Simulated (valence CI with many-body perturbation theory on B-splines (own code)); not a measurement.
# Xe XL: magnetic and hyperfine properties of the levels

Calculated by valence CI with perturbative core correlation (CI+MBPT): five valence electrons over a frozen Dirac-Fock core [Ne], a basis of 11 s, 11 p, 10 d, 8 f, 5 g, 2 h functions for each j, with the one-electron correlation potential Σ1, the two-electron term Σ2, the three-electron term Σ3, Breit, model QED; selected CI, second order for the rest, scaled by the run's own slope (own B-spline code, finite nucleus).

The last digits are not significant, and no measured levels were compared; by estimate large intervals hold to a few tenths of a per cent, small ones and those within an open d or f shell to about a per cent. Among the levels kept, up to 4700 cm⁻¹ of a level comes from second order outside the variational space, and about a tenth of that is noise between levels of different J, which matters for small intervals.

A/g_I is the dipole constant over the nuclear g factor μ/I (μ in nuclear magnetons, uniformly magnetised nucleus), B/Q the quadrupole constant per barn. Both hold the static response of the core; the bare values leave it out. Large factors of s and p1/2 electrons are usually good to 5 to 10 %; those of open d and f shells near neutrality can be off by tens of per cent, and small factors of p3/2, d and f electrons come from cancelling terms and can be off by a factor of two or in sign, in half-filled shells by more. B is blank for J = 1/2, where it vanishes, and for nearly pure S terms. Energies count from the lowest level.

Levels are named by their leading jj configuration (3d3/2^4 stands for four electrons in 3d with j = 3/2), which in mixed levels can hold well under half, so a name can repeat and another be missing. Letters in brackets count levels of one name in rising energy.

```tsv
Level	E (eV)	g	A/g_I (MHz)	A/g_I bare	B/Q (MHz/b)	B/Q bare
(3s^2 3p1/2^2 3p3/2) J=3/2	0.00	1.399	65200	65300	116000	114000
(3s^2 3p1/2 3p3/2^2) J=3/2	71.10	1.435	-3470	-1700	25500	25000
(3s^2 3p1/2 3p3/2^2) J=5/2	79.26	1.194	146000	144000	-376	-366
(3s^2 3p1/2 3p3/2^2) J=1/2	89.32	0.657	450000	439000		
(3s^2 3p1/2^2 3d3/2) J=3/2	151.66	0.790	30000	31100	9160	10200
(3s^2 3p3/2^3) J=3/2	161.52	1.283	72700	72300	-142000	-139000
(3s 3p1/2^2 3p3/2^2) J=5/2	168.81	1.390	178000	175000	3070	3760
(3s^2 3p1/2^2 3d5/2) J=5/2	186.25	1.293	150000	148000	66400	66000
(3s 3p1/2^2 3p3/2^2) J=1/2	198.06	2.208	1180000	1150000		
(3s 3p1/2^2 3p3/2^2) J=3/2	199.14	1.155	-122000	-116000	-31400	-30700
(3s^2 3p1/2 3p3/2 3d3/2) J=5/2 [a]	222.47	0.961	113000	111000	-21600	-20600
(3s^2 3p1/2 3p3/2 3d3/2) J=3/2 [a]	223.29	0.934	102000	101000	-81000	-79600
(3s^2 3p1/2 3p3/2 3d3/2) J=1/2 [a]	223.94	0.228	159000	156000		
(3s^2 3p1/2 3p3/2 3d3/2) J=7/2	230.23	1.072	106000	105000	99000	98200
(3s^2 3p1/2 3p3/2 3d5/2) J=3/2 [a]	238.71	1.461	86700	86400	-62500	-61200
(3s^2 3p1/2 3p3/2 3d5/2) J=7/2 [a]	240.89	1.307	-9930	-7950	141000	140000
(3s^2 3p1/2 3p3/2 3d5/2) J=5/2 [a]	244.67	1.167	154000	151000	-106000	-103000
(3s^2 3p1/2 3p3/2 3d5/2) J=9/2	249.38	1.206	79200	78700	108000	108000
(3s^2 3p1/2 3p3/2 3d3/2) J=5/2 [b]	249.85	1.293	51100	52000	77600	76300
(3s^2 3p1/2 3p3/2 3d3/2) J=1/2 [b]	254.11	1.581	291000	284000		
(3s^2 3p1/2 3p3/2 3d3/2) J=3/2 [b]	254.32	1.245	2260	4330	5120	4600
(3s^2 3p1/2 3p3/2 3d5/2) J=3/2 [b]	264.54	1.180	63800	63900	-56200	-55000
(3s^2 3p1/2 3p3/2 3d5/2) J=7/2 [b]	264.98	1.084	90400	89300	40800	41300
(3s^2 3p1/2 3p3/2 3d5/2) J=5/2 [b]	266.98	1.160	42600	42900	22100	22800
(3s^2 3p1/2 3p3/2 3d5/2) J=1/2	268.14	1.499	-175000	-168000		
(3s^2 3p1/2 3p3/2 3d5/2) J=3/2 [c]	274.18	1.050	134000	131000	-33300	-32600
(3s 3p1/2 3p3/2^3) J=5/2	277.95	1.257	240000	235000	-109000	-107000
(3s 3p1/2 3p3/2^3) J=3/2	290.16	1.174	141000	139000	20200	19900
(3s 3p1/2 3p3/2^3) J=1/2	292.34	1.219	-149000	-144000		
(3s^2 3p3/2^2 3d5/2) J=7/2	321.75	1.270	40200	40900	28100	27900
(3s^2 3p3/2^2 3d5/2) J=1/2	323.57	1.010	29900	28900		
(3s^2 3p3/2^2 3d3/2) J=5/2	323.90	1.195	96600	96000	-28000	-27800
(3s^2 3p3/2^2 3d3/2) J=3/2 [a]	324.79	1.172	34200	35100	-43300	-43200
(3s^2 3p3/2^2 3d5/2) J=9/2	324.95	1.226	41500	42000	83400	83400
(3s 3p1/2^2 3p3/2 3d3/2) J=5/2 [a]	325.48	1.335	228000	224000	30400	29500
(3s^2 3p3/2^2 3d3/2) J=1/2	326.06	1.881	156000	155000		
(3s 3p1/2^2 3p3/2 3d3/2) J=3/2 [a]	326.80	1.401	190000	188000	-5130	-5740
(3s^2 3p3/2^2 3d3/2) J=7/2	327.34	1.079	55400	55500	14000	15400
(3s 3p1/2^2 3p3/2 3d3/2) J=1/2 [a]	327.35	2.695	723000	709000		
(3s 3p1/2^2 3p3/2 3d3/2) J=7/2	329.72	1.363	219000	216000	84300	83400
```

(1) Take the isotope of mass number 131, with I = 3/2, μ = 0.69185 μN and Q = -0.114 b. What is the hyperfine structure of (3s^2 3p1/2 3p3/2^2) J=5/2?

Answers

(1) From the table A = 67400 MHz, B = 42.9 MHz. Shifts from the centre of gravity in MHz: F = 1: -354000, F = 2: -219000, F = 3: -16900, F = 4: 253000.
